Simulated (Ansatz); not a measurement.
Stepwise reaction of `C[N](C)[In]([SH])[N](C)C` with hydrogen, as a gas-phase model of exchange steps in deposition or etching. ΔE in kJ/mol.

Gas-phase electronic energies from Ansatz, PBE0-D4/def2-TZVP geometries. CBS: MP2 limit from def2 TZ/QZ plus the TZ coupled-cluster correction, frozen cores. This one scheme is used for every species. DFT in def2-TZVPP. B3LYP here is the variant with VWN-RPA as its local correlation; programs differ in this. def2 core potentials past Kr. For In outer-core shells are correlated without core-valence functions, which leaves a few kJ/mol of doubt a bond. One conformer a species, not always the lowest.

```tsv
step	reaction	PBE-D4	B3LYP-D4	ωB97M-V	CCSD(T)/CBS
2	`C[N](C)[InH][SH]` + H₂ → `[SH][InH2]` + `CNC`	-9.2	-11.8	-16.9	0.4
```

Task: Give the row of step 1, `C[N](C)[In]([SH])[N](C)C` + H₂ → `C[N](C)[InH][SH]` + `CNC`. (Estimate.)

Result: The calculation gave: 
```
step                                                      reaction  PBE-D4  B3LYP-D4  ωB97M-V  CCSD(T)/CBS
   1  `C[N](C)[In]([SH])[N](C)C` + H₂ → `C[N](C)[InH][SH]` + `CNC`   -31.1     -30.8    -34.5        -19.2
```

Task: By hand: ΔE of the 2 steps together at CCSD(T)/CBS.

Result: (-19.2) + (0.4) = -18.8 kJ/mol, or -9.4 kJ/mol a step.

In ΔE each step is higher than the one before. PBE-D4 differs from CCSD(T)/CBS by -11.9 to -9.6 kJ/mol a step. Isolated molecules leave out the surface, adducts and barriers. Largest T1 diagnostic: 0.015.
